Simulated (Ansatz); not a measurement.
Job for Ansatz (an electronic-structure program): U-CCSD(T)/aug-cc-pV(T+d)Z on BeClH (SMILES [BeH][Cl]), a point of a bond scan (R = 3.571 Å). Files ending in .json are basis or fitting sets from the Basis Set Exchange.

Ansatz 0.2 input:
```yaml
crystal:
  periodic: [false, false, false]
  atoms:
    - {symbol: Be, position_ang: [-0.00000000, -0.00000000, -1.33527396]}
    - {symbol: H, position_ang: [0.00000000, 0.00000000, -4.90648528]}
    - {symbol: Cl, position_ang: [0.00000000, 0.00000000, 0.47053180]}
basis:
  gaussian:
    orbitals: aug-cc-pV_T+d_Z.json
correlation: {method: ccsd_t, electrons: outside_noble_gas}
scf: {omitted_lower_state_checks: [cluster_reference]}
magnetization: {spin_polarized: true, initial_magnetization: 0}
```

The head of its log:

```
WARN ansatz: RAYON_NUM_THREADS=1 ignored (pool sized by the plan → 1); use --threads N
Functional definition: HF
these checks for a lower state are left out or cut short: cluster_reference
integrals: 0.33 GiB planned
721 factors; integrals over basis functions are off by at most 1.0e-3 eV
mean field: 0.27 GiB planned
mean field evaluation 1: about -12912.7247 eV, gradient 1.1e1 eV
mean field evaluation 2: about -12912.7255 eV, gradient 1.1e1 eV
mean field evaluation 4: about -12914.4272 eV, gradient 1.3e0 eV
mean field evaluation 8: about -12914.4635 eV, gradient 2.2e-3 eV
mean field evaluation 16: about -12914.4635 eV, gradient 7.4e-5 eV
mean field evaluation 32: about -12917.0643 eV, gradient 5.3e-1 eV
mean field -12917.06983100 eV, -474.6935607847 hartree, gradient 1.2e-6 eV, S^2 0.977831; 4 other end points of the search recorded, 0 dependent functions left out
6 core orbitals not correlated
reference -12917.06983100 eV, -474.6935607847 hartree; 5, 5 occupied and 113, 113 virtual orbitals, 721 factors
```

Task: Give the final energy of this run.

Result: -474.9399 hartree (reference determinant -474.6936, T1 diagnostic 0.022). Its determinant has ⟨S²⟩ = 0.98, a mixture of spin states.
